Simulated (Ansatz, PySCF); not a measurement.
In(F)2(GeH3) (F₂GeH₃In), SMILES [GeH3][In]([F])[F].

Geometry: PBE0-D3(BJ)/def2-SVP. The structure was generated by enumeration; whether it is a known compound was not checked. The def2 effective core potentials stand for the cores of In; spin–orbit coupling is left out.

Vertical ionisation energy (IE) and electron affinity (EA) in eV. Rows of orbital energies are one-electron estimates. Where ΔSCF, EOM or ADC give a negative EA the extra electron is unbound and the value depends on the basis.

| level | IE | EA |
|---|---|---|
| −ε(HOMO), −ε(LUMO), B3LYP/def2-TZVP (PySCF) | 8.63 | 2.32 |
| −ε(HOMO), −ε(LUMO), PBE/def2-TZVP (PySCF) | 7.54 | 2.83 |
| ΔSCF, PBE0/def2-SVPD (Ansatz), final states of multiplicity 2 and 2 | 10.95 | 0.51 |
| ΔSCF, PBE/def2-SVPD (Ansatz), final states of multiplicity 2 and 2 | 10.56 | 0.64 |

Q: What vertical singlet–triplet gap does ΔSCF give with PBE0/def2-SVPD (Ansatz, a quantum-chemistry and plane-wave program) and with PBE/def2-SVPD (Ansatz)? (The exact figures need the calculation; the answer reports its results.)

A: 4.90 and 4.47 eV (triplet above singlet where positive).
